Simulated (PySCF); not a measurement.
**[CuH6P2]+: core ionisation energies**

[Cu(PH3)2]+ (charge +1 and singlet state).
Cartesian coordinates in Å at the PBE0-D3(BJ)/def2-SVP level; atoms count from 1:
```xyz
9
CuH6P2 angstrom
Cu     0.0042    0.0096    0.0001
P     -0.0011   -0.0129    2.2559
H      0.8264   -0.9655    2.8964
H     -1.2361   -0.2666    2.8984
H      0.4004    1.1703    2.9202
P      0.0023    0.0158   -2.2558
H      1.2137    0.3498   -2.9065
H     -0.8937    0.8997   -2.9026
H     -0.3161   -1.2001   -2.9059
```

Level of theory: delta-SCF UKS SCAN, pcX-2 on the ionised atom (unc-x2c-TZVPall on a metal), pcseg-1 elsewhere, spin-free X2C (PySCF). Each binding energy is the total energy of the core-ionised species, with the hole localised on one atom, minus that of the ground state; both are solved self-consistently, so orbital relaxation is included.

Task: What binding energy does each computed site have?

Result: 
```json
{"atom(s)": "Cu1", "bonded to": "2 P", "level": "Cu 2p3/2", "binding energy (eV)": "943.38", "2p1/2 (eV)": "964.04", "count": "1"}
{"atom(s)": "P2/P6", "bonded to": "3 H and Cu", "level": "P 2p3/2", "binding energy (eV)": "142.24", "2p1/2 (eV)": "143.13", "count": "2"}
{"atom(s)": "P2/P6", "bonded to": "3 H and Cu", "level": "P 1s", "binding energy (eV)": "2155.85", "2p1/2 (eV)": "–", "count": "2"}
```

Task: Which photon energy gives electrons from P 2p3/2 of P2/P6 a kinetic energy of 100 eV, and what is their de Broglie wavelength?

Result: hν = 142.24 + 100 = 242.24 eV, recoil neglected; λ = 12.264 Å/√(E/eV) = 1.23 Å.

Task: Which photon wavelength matches the P 2p3/2 of P2/P6 threshold?

Result: λ = hc/E = 12398.42 eV Å / 142.24 eV = 87.165 Å.

Atoms equivalent by their bonding share one computed value, that of the first of them. The 2p values aren't plain energy differences: one relaxed spin-free 2p hole is combined with a matrix within the shell (ground-state 2p orbital-energy differences and spin–orbit coupling). 2p3/2, the mean of its two sublevels, lies a third of the splitting below the shell's mean and 2p1/2 two thirds above it; the statistical areas are 2:1. 2p1/2 minus 2p3/2 (ligand field included): Cu 20.66 eV, P 0.89 eV. Satellites of the metal's 2p lines aren't described. The species carries charge +1, so core ionisation leaves charge +2. Geometry: PBE0-D3(BJ)/def2-SVP; no solvent, vibrations or thermal averaging. Metal 2p energies of this one-determinant scheme are less reliable than its 1s energies.
